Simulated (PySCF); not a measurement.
SMILES F[SiH](F)[CH2][Ge]([Cl])([Cl])[Cl] (CH₃Cl₃F₂GeSi), singlet at its PBE0/def2-SVP optimised geometry (Å):

```
11

Si    -0.3031     0.2342     0.0000
F     -0.8101    -0.4432     1.3743
F     -0.8370     1.7543     0.0000
C     -1.1041    -0.6813    -1.4114
Ge    -0.1874    -0.5551    -3.1057
Cl     0.6016     1.4174    -3.3919
Cl    -1.4870    -0.9999    -4.7466
Cl     1.4580    -1.9253    -3.1558
H      1.1733     0.2342     0.0000
H     -2.1279    -0.2980    -1.5559
H     -1.1733    -1.7543    -1.1674
```

Calculation: PBE0/def2-TZVP (PySCF). Cells within 0.4 Å of a nucleus heavier than hydrogen are left out (blank, or x).

Map of the HOMO−1 amplitude (bohr^(-3/2)) on the plane z = 0.0 Å; orbital energy -9.48 eV, overall sign arbitrary:

```
|66666666666666666666666666666|
|66666666666666666666666666666|
|66666666666666666666666666666|
|66666666666666666666666666666|
|66666666666666666666666666666|
|66666666666777666666666666666|
|66666666556787766666666666666|
|6666666555xxx8766666666666666|
|6666666554xxx8666555566666666|
|66666665542x66655555555666666|
|66666666554455555445555566666|
|66666666666665544334455566666|
|6666666677775x543223455566666|
|666666677887xxx42102455556666|
|666666778899xxx43212455566666|
|66666677899997654334455566666|
|66666677899998655444555566666|
|66666677889987765555555666666|
|66666677788887766555556666666|
|66666667777777666666666666666|
|66666666777776666666666666666|
|66666666666666666666666666666|
|66666666666666666666666666666|
|66666666666666666666666666666|
|66666666666666666666666666666|
|66666666666666666666666666666|
|66666666666666666666666666666|
|66666666666666666666666666666|
|66666666666666666666666666666|
```
Scale: ten equal steps from -0.087 (start of '0') to 0.053 (end of '9'), in the order '0123456789'; x runs from -4.00 to 4.00, y from -4.00 (bottom) to 4.00 (top).
